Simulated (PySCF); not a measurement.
PySCF input file for C2H5IMg, SMILES C[CH2][Mg][I], IEF-PCM-ωB97X/def2-SVP. The structure is a stationary point at PBE0-D3(BJ)/def2-SVP. The structure was generated by enumeration; whether it is a known compound was not checked. The def2 effective core potentials stand for the cores of I; spin–orbit coupling is left out. Other conformers were not sampled.

```python
import numpy as np
from pyscf import gto, scf, dft
from pyscf.solvent import pcm

mol = gto.M(
    atom='''
    Mg    0.30271118    1.10916698    0.00000000
    I    -0.05276763   -1.44305024   -0.00000000
    C     0.60432494    3.18587933   -0.00000000
    C    -0.65491835    4.05390672    0.00000000
    H     1.23252084    3.42773704   -0.87709408
    H     1.23252083    3.42773703    0.87709408
    H    -1.28830868    3.87196951    0.88409010
    H    -1.28830867    3.87196950   -0.88409011
    H    -0.42071344    5.13352971   -0.00000000
    ''',
    basis='def2-SVP',
    ecp={'I': 'def2-svp'},
    charge=0,
    spin=0,
    max_memory=1600,
    verbose=3,
)
mf = dft.RKS(mol, xc='wb97x').density_fit(auxbasis='def2-universal-jkfit')
mf.grids.level = 3
mf.conv_tol = 1e-9
mf.max_cycle = 100
mf.kernel()
res = {}
for name, eps in {'water': 78.355, 'ethylethanoate': 5.9867, 'dichloromethane': 8.93}.items():
    s = mf.PCM()
    s.with_solvent.method, s.with_solvent.eps, s.with_solvent.lebedev_order = 'IEF-PCM', eps, 29
    s.kernel(mf.make_rdm1())
    res[name] = (s.e_tot, eps, s.dip_moment(), s.mo_energy, s.converged)
    print(f'{name}: electrostatic solvation free energy {(s.e_tot - mf.e_tot) * 627.509474:.3f} kcal/mol')
```

Output:

```
converged SCF energy = -576.951753561497

WARN: PCM is an experimental feature. It is still in testing.
Features and APIs may be changed in the future.

converged SCF energy = -576.969118741459
Dipole moment(X, Y, Z, Debye):  0.48656,  2.71812,  0.00000
water: electrostatic solvation free energy -10.897 kcal/mol

WARN: PCM is an experimental feature. It is still in testing.
Features and APIs may be changed in the future.

converged SCF energy = -576.964804547038
Dipole moment(X, Y, Z, Debye):  0.47333,  2.56989,  0.00000
ethylethanoate: electrostatic solvation free energy -8.190 kcal/mol

WARN: PCM is an experimental feature. It is still in testing.
Features and APIs may be changed in the future.

converged SCF energy = -576.966225917267
Dipole moment(X, Y, Z, Debye):  0.47931,  2.62008,  0.00000
dichloromethane: electrostatic solvation free energy -9.082 kcal/mol
```

The run converged.

Cost: about 70 core-seconds (a rough figure).
